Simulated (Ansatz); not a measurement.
Compare A (`N[Si](O)Cl`•) with its isomer B (`N[SiH]([O])Cl`•).

Isolated molecules relaxed with PBE0-D4/def2-TZVP in Ansatz; ΔE leaves out vibrations. CBS: MP2 limit from def2 TZ/QZ plus the TZ coupled-cluster correction, frozen cores. Functionals use def2-TZVPP. B3LYP here is the variant with VWN-RPA as its local correlation; programs differ in this. No spin–orbit coupling; open shells (•) take unrestricted orbitals. One conformer a species, not always the lowest.

Q: Which is lower in electronic energy at CCSD(T)/CBS, and by how much? (An estimate is asked.)

A: The calculation gave: A, by 122.4 kJ/mol.

Q: Give E(B) − E(A) in kJ/mol with B3LYP, B3LYP-D4, HF/def2-TZVPP, BLYP-D4, CCSD(T)/def2-TZVPP, PBE0-D4, CCSD(T)/def2-SVP. (Estimate.)

A: Computed: B3LYP 100.6, B3LYP-D4 101.3, HF/def2-TZVPP 61.9, BLYP-D4 89.3, CCSD(T)/def2-TZVPP 114.6, PBE0-D4 113.7, CCSD(T)/def2-SVP 103.6. None reverses the order clearly.

Q: Does the order hold for the free energy at 298.15 K (harmonic terms from PBE0-D4)? (Estimate.)

A: The calculation gave: Yes: G(B) − G(A) = +115.4 kJ/mol, for one conformer each.

Largest T1 diagnostic: 0.025.

From BLYP to BHLYP (50 % exact exchange), in def2-TZVPP and without D4, E(B) − E(A) moves by +8.3 kJ/mol. At CCSD(T), def2-SVP lies −18.8 kJ/mol from the extrapolated value and def2-TZVPP −7.8 kJ/mol.
